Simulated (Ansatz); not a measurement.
One change: `F[SiH2][GeH3]` becomes `B[SiH2][GeH3]`.

Ansatz, PBE0-D4/def2-TZVP geometries, multiplicity 1. 

Scalar relativity is left out up to krypton.

| property | `F[SiH2][GeH3]` |
| --- | --- |
| HOMO–LUMO gap (PBE/def2-TZVPP) / eV | 5.77 |
| size of the dipole moment (ωB97M-V/def2-TZVPP) / D | 1.15 |
| LUMO energy (ωB97M-V/def2-TZVPP) / eV | 1.25 |
| LUMO energy (PBE/def2-TZVPP) / eV | -1.38 |
| HOMO energy (PBE0/def2-TZVPP) / eV | -8.33 |
| size of the dipole moment (B3LYP/def2-TZVPP) / D | 1.17 |

**Question.** What does the change do to each property? (An estimate is asked.)

**Answer.** Computed: 
| property | `B[SiH2][GeH3]` | shift |
| --- | --- | --- |
| HOMO–LUMO gap (PBE/def2-TZVPP) / eV | 3.43 | -2.34 |
| size of the dipole moment (ωB97M-V/def2-TZVPP) / D | 0.36 | -0.79 |
| LUMO energy (ωB97M-V/def2-TZVPP) / eV | -0.59 | -1.84 |
| LUMO energy (PBE/def2-TZVPP) / eV | -3.42 | -2.04 |
| HOMO energy (PBE0/def2-TZVPP) / eV | -7.89 | 0.44 |
| size of the dipole moment (B3LYP/def2-TZVPP) / D | 0.28 | -0.89 |

With PBE0 the HOMO rises by 0.44 eV and the LUMO falls by 1.95 eV, so the gap narrows by about 2.39 eV. PBE moves the HOMO by 0.31 eV and ωB97M-V by 0.49 eV. The zero-point energy changes by 44.5 kJ/mol with +6 modes. Dipoles are sizes alone; their direction can turn.

B3LYP here is the variant with VWN-RPA as its local correlation; programs differ in this.
